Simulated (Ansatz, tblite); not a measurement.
Cost and result up the ladder for Al₃Ru (4 atoms). Charge 0, multiplicity 2. Geometry: PBE-D4/def2-SVP.

```xyz
4

Ru    0.969   -0.444    0.247
Al   -0.906   -0.229    1.531
Al    0.461    1.688   -0.395
Al   -0.525   -1.015   -1.383
```

Ansatz on 4 threads of Arm Neoverse V1 on a shared host; xTB runs through tblite on one thread. Times are rough, summed over both states, and most runs start from the orbitals of an earlier one. RPA@PBE/def2-TZVP serves as the yardstick here, not as an exact answer. The other state is a quartet at its own geometry, which has other bonds, so the gap mixes isomer and spin.

In the def2 sets Ru takes a core potential; there is no spin–orbit coupling. The xTB rows come from tblite. HSE06 is defined as in plane-wave codes, on full-range PBE exchange. Correlated methods freeze 15 core orbitals; core or outer-core shells of Ru are correlated, in sets that lack core-valence functions. The structure comes from a short search, and lower isomers may exist.

Run but left out: HF/def2-TZVP, LC-ωPBE/def2-TZVP, PBE-QIDH/def2-TZVP, MP2/def2-TZVP (doublet: ⟨S²⟩ 1.14 to 2.74, where a pure state has 0.75).

Correlated methods converge slowly with the basis.

xTB has no spin-polarisation term.

```csv
level,functions,wall time
GFN1-xTB,36,0.011 s
GFN2-xTB,36,0.032 s
RPA@PBE/def2-TZVP,151,10 s
PBE-D4/def2-TZVP,151,11 s
BLYP-D4/def2-TZVP,151,11 s
PBE0-D4/def2-TZVP,151,16 s
HSE06-D4/def2-TZVP,151,16 s
r2SCAN-D4/def2-TZVP (with forces),151,31 s
B97M-V/def2-TZVP,151,52 s
```

Q: Estimate what each level gives for the quartet − doublet (eV).

A: 
| level | quartet − doublet (eV) | difference from RPA@PBE/def2-TZVP (eV) |
| --- | --- | --- |
| GFN1-xTB | 1.31 | -0.04 |
| GFN2-xTB | 0.19 | -1.16 |
| RPA@PBE/def2-TZVP | 1.34 | 0.00 |
| PBE-D4/def2-TZVP | 1.38 | 0.04 |
| BLYP-D4/def2-TZVP | 1.48 | 0.14 |
| PBE0-D4/def2-TZVP | 1.19 | -0.15 |
| HSE06-D4/def2-TZVP | 1.20 | -0.14 |
| r2SCAN-D4/def2-TZVP (with forces) | 1.21 | -0.13 |
| B97M-V/def2-TZVP | 1.21 | -0.14 |
